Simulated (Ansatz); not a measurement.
Isomers of CH3NO: 1 is O=CN, 2 is [H]/N=C/O; one conformer of each (the lowest of an xTB search), B3LYP-D3(BJ)/def2-TZVP minima.
Isomer 1 (charge 0, multiplicity 1):
```xyz
6

N     -0.69349    -0.03135    -0.00926
C      0.66123     0.03381     0.00803
O      1.30816     1.04398    -0.14519
H     -1.22697     0.80978    -0.15881
H     -1.17580    -0.90221     0.12458
H      1.12687    -0.95401     0.18064
```
Isomer 2 (charge 0, multiplicity 1):
```xyz
6

H      1.674    -0.585     0.340
N      0.686    -0.760     0.185
C      0.049     0.308    -0.018
O     -1.276     0.318    -0.247
H      0.444     1.324    -0.039
H     -1.578    -0.604    -0.219
```

No zero-point or thermal terms.

Cores are frozen in the correlated methods. CBS(a, b) extrapolates the correlation energy as X⁻³ and adds the Hartree–Fock energy of set b.

Run with Ansatz (a first-principles code) with Gaussian orbitals. 

Estimate the electronic energy of isomer 2 less that of isomer 1 that HF/cc-pVTZ returns for this input.

12.4 kcal/mol

What electronic energy of isomer 2 less that of isomer 1 does CCSD(T)/CBS(cc-pVTZ, cc-pVQZ) give?

10.6 kcal/mol

What electronic energy of isomer 2 less that of isomer 1 does SCS-MP2/cc-pVTZ give?

11.2 kcal/mol
